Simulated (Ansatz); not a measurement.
Program: Ansatz. Geometries: PBE0-D4/def2-TZVP. ΔE: electronic, gas phase. CCSD(T)/CBS adds triple-zeta CCSD(T) − MP2 to the extrapolated MP2 energy (def2 sets, frozen cores). This one scheme is used for every species. Functionals use def2-TZVPP. For Br, Zn outer-core shells are correlated without core-valence functions, which leaves a few kJ/mol of doubt a bond. Scalar relativity is left out up to krypton.

`C=C=[CH][ZnH]` + HBr → `[ZnH][Br]` + `C=C=C`  (ligand exchange at a Zn–C bond)

Q: Is it downhill or uphill in electronic energy at CCSD(T)/CBS, and by how much? (An estimate is asked.)

A: Computed: Downhill: ΔE = -150.2 kJ/mol.

Q: What do these levels give: r2SCANh-D4, B2PLYP, BLYP, BHLYP, CAM-B3LYP, MP2/def2-SVP? (An estimate is asked.)

A: Computed: r2SCANh-D4 -147.5, B2PLYP -145.6, BLYP -141.8, BHLYP -160.7, CAM-B3LYP -149.4, MP2/def2-SVP -140.6 kJ/mol.

Largest T1 diagnostic among the species: 0.015.

From r2SCAN to r2SCAN0 (25 % exact exchange), in def2-TZVPP and without D4, ΔE moves by −7.3 kJ/mol. The D4 term adds +3.6 kJ/mol with B3LYP and +2.0 kJ/mol with PBE0; it sums over pairs of atoms, weighted by their polarisabilities, and B3LYP, whose exchange is more repulsive, gets the larger term.

B3LYP here is the variant with VWN-RPA as its local correlation; programs differ in this.
